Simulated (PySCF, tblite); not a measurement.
Species: C₆H₁₁N₃O.
Z-matrix (Å and degrees, GFN2-xTB geometry), rows numbered from 1:
```
C 
O   1  1.4131
C   2  1.3394  1  114.83
C   3  1.4062  2  126.74  1  -179.99
N   4  1.3228  3  107.41  2  -179.94
N   5  1.3058  4  105.41  3     0.03
C   6  1.4403  5  123.02  4  -179.75
C   7  1.5257  6  109.34  5   -59.06
C   7  1.5264  6  109.38  5    63.31
N   6  1.3204  5  114.86  4    -0.07
H   1  1.0932  2  110.73  3   -59.69
H   1  1.0881  2  106.16  3  -179.44
H   1  1.0931  2  110.71  3    60.85
H   4  1.0682  3  129.89  2    -0.01
H   7  1.0945  6  105.44  5  -177.97
H   8  1.0872  7  110.54  6   -59.37
H   8  1.0863  7  110.14  6  -179.61
H   8  1.0867  7  109.45  6    60.30
H   9  1.0863  7  110.14  6   179.33
H   9  1.0869  7  109.55  6   -60.58
H   9  1.0872  7  110.42  6    59.19
```

Computed, not measured: PBE0/pcSseg-1 in PySCF (dipole) on a GFN2-xTB geometry, gas phase.

Masses are those of the commonest isotopes; rigid-rotor values at the optimised geometry. The values belong to one conformer with, in the numbering `[CH3:1][O:2][c:3]1[cH:4][n:5][n:6]([CH:7]([CH3:8])[CH3:9])[n:10]1`, C1–O2–C3–C4 180°, N5–N6–C7–C8 -59°.

Give the principal moments of inertia and the rotational constants in GHz.

Ia = 162.61, Ib = 646.92, Ic = 698.44 u·Å²; 505379 MHz·u·Å²/I gives 3108, 781.2 and 723.6 MHz, that is A = 3.1080, B = 0.7812, C = 0.7236 GHz.

Classify the top.

A near-prolate asymmetric top; Ray's κ = -0.952.

Is it planar, by Δ = Ic − Ia − Ib?

Not planar: Δ = Ic − Ia − Ib = -111.09 u·Å². For a rigid frame Δ = −2 Σ m c², so Σ m c² = 55.55 u·Å² lies off the ab plane: 17.45 from hydrogen and 38.10 from heavier atoms. The atom farthest from that plane is 2.17 Å away.

Give the other two planar moments, Paa and Pbb, and the rms extents of the mass along the axes.

Paa = Σ m a² = (Ib + Ic − Ia)/2 = 591.38 and Pbb = Σ m b² = (Ia + Ic − Ib)/2 = 107.06 u·Å². With the mass M = 141.09 u, the rms extents √(P/M) along a, b and c are 2.05, 0.87, 0.63 Å.

Where do the levels up to J = 5 lie, in cm⁻¹?

Above 0(0,0):
J = 1: 1(0,1) 0.0502, 1(1,1) 0.1278, 1(1,0) 0.1297
J = 2: 2(0,2) 0.1505, 2(1,2) 0.2263, 2(1,1) 0.2320, 2(2,1) 0.4649, 2(2,0) 0.4649
J = 3: 3(0,3) 0.3010, 3(1,3) 0.3740, 3(1,2) 0.3855, 3(2,2) 0.6155, 3(2,1) 0.6156, 3(3,1) 1.0083, 3(3,0) 1.0083
J = 4: 4(0,4) 0.5014, 4(1,4) 0.5708, 4(1,3) 0.5900, 4(2,3) 0.8162, 4(2,2) 0.8167, 4(3,2) 1.2092, 4(3,1) 1.2092, 4(4,1) 1.7591, 4(4,0) 1.7591
J = 5: 5(0,5) 0.7517, 5(1,5) 0.8168, 5(1,4) 0.8457, 5(2,4) 1.0671, 5(2,3) 1.0683, 5(3,3) 1.4603, 5(3,2) 1.4603, 5(4,2) 2.0102, 5(4,1) 2.0102, 5(5,1) 2.7173, 5(5,0) 2.7173
The levels of one J sum to (2J + 1)J(J + 1)(A + B + C)/3.

Which lines would a microwave search look for?

The dipole components are |μa| = 0.51 D, |μb| = 1.62 D, |μc| = 0.06 D. The squared components, which scale the intensities, stand as 0.10 : 1.00 : 0.00 (a : b : c). Some lines, for components of 0.1 D or more:

```csv
type,branch,"J(Ka,Kc)",MHz,lower level (cm⁻¹)
a,Q,"3(1,2) ← 3(1,3)",346,0.374
b,R,"3(0,3) ← 2(1,2)",2240,0.226
b,Q,"3(1,2) ← 3(0,3)",2533,0.301
a,R,"2(1,2) ← 1(1,1)",2952,0.128
a,R,"2(0,2) ← 1(0,1)",3009,0.050
a,R,"2(1,1) ← 1(1,0)",3067,0.130
b,R,"1(1,1) ← 0(0,0)",3832,0.000
a,R,"3(1,3) ← 2(1,2)",4427,0.226
a,R,"3(2,1) ← 2(2,0)",4519,0.465
a,R,"3(1,2) ← 2(1,1)",4600,0.232
b,R,"3(1,3) ← 2(0,2)",6697,0.151
b,Q,"2(2,0) ← 2(1,1)",6981,0.232
b,Q,"2(2,1) ← 2(1,2)",7153,0.226
b,R,"2(2,1) ← 1(1,0)",10047,0.130
b,R,"2(2,0) ← 1(1,1)",10106,0.128
b,R,"3(2,1) ← 2(1,2)",11673,0.226
b,Q,"3(3,1) ← 3(2,2)",11778,0.615
b,R,"3(3,1) ← 2(2,0)",16292,0.465
```

Its GFN2-xTB frequencies are all real (lowest 21 cm⁻¹). Constants of a rigid frame at the computed geometry: no zero-point averaging, no centrifugal distortion. A rigid rotor knows nothing of internal rotation, which can split or shift real lines. Quadrupole hyperfine structure (14N) is left out.
